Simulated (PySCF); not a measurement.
Computed shifts of a molecule C₃H₅ClGe, KT2/pcSseg-1 in PySCF, GIAO, gas phase, atoms alike by connectivity averaged where their shifts nearly agree, in ppm (number of nuclei): ¹³C: 212.9 (1), 96.5 (1), 88.5 (1). ¹H: 6.41 (1), 6.11 (1), 4.58 (3). References: ³⁵Cl against HCl (σ = 945.4 ppm); ¹³C against TMS (σ = 185.1 ppm); ⁷³Ge against GeH4 (σ = 1669.3 ppm); ¹H against TMS (σ = 31.47 ppm), references at their B3LYP-D3(BJ)/def2-TZVP geometries, non-relativistic (without spin–orbit terms, shifts of atoms bonded to Cl or Br come out too high). Coordinates come from a r2SCAN-D4/def2-SVP optimisation. One conformer was computed; it need not be the lowest.

### Question
Pick the molecule that these values belong to.
A) ClC=C=[CH][GeH3]
B) [Cl][Ge@@H]1[CH]=C[CH2]1
C) C#C[CH2][GeH2][Cl]
D) C=C=[CH][GeH2][Cl]

### Answer
A, ClC=C=[CH][GeH3]
